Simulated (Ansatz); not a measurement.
Total energies of BeCl2(H2O)2 (BeCl2O2H4) from Ansatz at PBE0-D4/def2-TZVP, gas phase (1 Eh = 27.2114 eV = 2625.5 kJ/mol). The reference geometry is relaxed at B3LYP-D4/def2-SVP.

```xyz
9

Be   -0.024   -0.211    0.349
Cl   -1.836   -0.649    0.956
Cl    1.689   -0.650    1.195
O    -0.012    1.527    0.180
H     0.742    1.866    0.693
H    -0.827    1.868    0.587
O     0.085   -0.873   -1.263
H    -0.693   -1.439   -1.402
H     0.875   -1.439   -1.295
```

```tsv
state	geometry	energy (Eh)
charge 0 singlet	reference	-1087.81864
charge 1 doublet	reference	-1087.45003
free Be atom (singlet)	–	-14.63549
free Cl atom (doublet)	–	-459.99739
free O atom (triplet)	–	-75.01860
free H atom (doublet)	–	-0.50104
```

Task: Work out the vertical ionisation energy to the doublet.

Result: E(charge 1 doublet) − E(charge 0 singlet) = -1087.45003 − (-1087.81864) = 0.36861 Eh = 10.03 eV. For comparison, −ε of the highest occupied level is 7.83 eV at this level, 2.20 eV less.

Task: What is the binding energy per atom against free atoms?

Result: Atoms: 1 × (-14.63549) + 2 × (-459.99739) + 2 × (-75.01860) + 4 × (-0.50104) = -1086.67163 Eh. Binding: -1086.67163 − (-1087.81864) = 1.14701 Eh = 31.21 eV, or 3.47 eV for each of 9 atoms (no zero-point energy, no counterpoise term).
